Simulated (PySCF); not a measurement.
Computed spin Hamiltonian

C3H8OPSi2 (doublet state).
SMILES with atom numbers: `[CH3:1][O:2][SiH:3][C:4]#[C:5][SiH2:6][PH2:7]` (hydrogens: H8, H9, H10 on C1; H11 on Si3; H12, H13 on Si6; H14, H15 on P7)

Cartesian coordinates in Å at the GFN2-xTB level; atoms count from 1:
```
atom  x, y, z in Å
C1    -3.6149    0.1656    0.3277
O2    -2.8587   -1.0117    0.2518
Si3   -1.4103   -1.3599    0.8822
C4     0.0201   -0.4226    0.2808
C5     1.0027    0.0708   -0.2577
Si6    2.5264    0.7840   -1.0006
P7     4.3081   -0.5511   -0.6735
H8    -4.5384    0.0040   -0.2284
H9    -3.0680    1.0021   -0.1123
H10   -3.8559    0.4071    1.3655
H11   -1.4512   -1.6184    2.3089
H12    2.3505    0.9277   -2.4505
H13    2.8543    2.0721   -0.3712
H14    4.0707   -0.7505    0.6731
H15    3.6604   -1.7226   -1.0178
```

The hyperfine couplings belong to this conformer and change with its torsions.

Level of theory: UKS B3LYP, pcH-1 on C H O P Si, non-relativistic, mean-field spin-orbit, GIAO in PySCF. Isolated species at its GFN2-xTB geometry (one conformer only). Couplings are sensitive to structure, and on GFN2-xTB geometries they can be far from those on DFT ones, by a factor of two or more for some ions and for spin on atoms past the first row. Stability of the SCF solution: not tested.

- g1, g2, g3: 2.00104, 2.00210, 2.00307
- g_iso: 2.00207
- Form of g: rhombic: the two nearest values differ by 48 % of g3 − g1
- ⟨S²⟩: 0.7559 (exact 0.7500)
- α and β electrons: 39, 38
- HOMO–LUMO gap, α and β orbitals: 4.09, 4.66 eV

Hyperfine couplings atom by atom, in mT; T1 to T3 are the principal values of the dipolar part (MHz turned into mT with g_iso):

```tsv
atom	isotope	a_iso	of which spin–orbit	T1	T2	T3	Mulliken spin population
C1	13C	1.23	0.00	-0.10	-0.09	0.19	0.02
O2	17O	-2.85	0.00	-0.35	0.16	0.19	0.00
Si3	29Si	-19.62	0.04	-5.51	2.73	2.78	0.85
C4	13C	0.77	0.00	-0.43	0.00	0.43	-0.11
C5	13C	0.67	0.00	-0.60	-0.51	1.11	0.22
Si6	29Si	0.35	0.00	-0.02	-0.01	0.02	-0.01
P7	31P	-0.05	0.00	-0.13	-0.12	0.24	0.01
H8	1H	-0.04	0.00	-0.07	-0.05	0.12	0.00
H9	1H	-0.07	0.00	-0.08	-0.04	0.12	0.00
H10	1H	-0.04	0.00	-0.08	-0.04	0.12	0.00
H11	1H	1.78	0.00	-0.33	0.03	0.30	0.01
H12	1H	0.12	0.00	-0.03	-0.03	0.06	0.00
H13	1H	0.55	0.00	-0.04	-0.02	0.06	0.01
H14	1H	-0.01	0.00	-0.03	-0.02	0.04	0.00
H15	1H	0.00	0.00	-0.03	-0.01	0.05	0.00
```

The Mulliken spin populations are largest on Si3 (+0.85), C5 (+0.22) and C4 (-0.11). The positive populations add up to 1.12 and the negative ones to -0.12, together 2S = 1. The angles at Si3 add up to 347.3°, so it is slightly pyramidal.

Axes: g3 points within 4° of the O2–Si3 bond.

Under fast tumbling the dipolar parts average out, and these isotropic splittings remain: 1 × 1H (H11, I = 1/2, 2 lines) with 1.78 mT, 2 × 1H (H12/H13, I = 1/2, 3 lines) with 0.34 mT, 3 × 1H (H8/H9/H10, I = 1/2, 4 lines) with 0.05 mT and 1 × 31P (P7, I = 1/2, 2 lines) with 0.05 mT.

Class means assume fast exchange of nuclei equivalent by connectivity; if that motion is slow, each nucleus keeps its own coupling. The 1H value of +9.5 MHz is a mean of couplings from 3.5 to 15.5 MHz in this one geometry, not an average over conformers.

The 13C coupling of C1 (34.5 MHz) shows only in satellite lines or after enrichment, since that isotope makes up about 1.07 % of natural carbon.

The 17O coupling of O2 (-79.9 MHz) shows only in satellite lines or after enrichment, since that isotope makes up about 0.038 % of natural oxygen.

Examples of negative spin density at the nucleus (bohr⁻³): Si6 (-0.0111).

On one thread of an Arm Neoverse V2, shared host with 96 logical CPUs at a one-minute load of 81, this took 2.1 min wall (grids of density and orbitals included) and 0.98 GiB of memory at its peak.
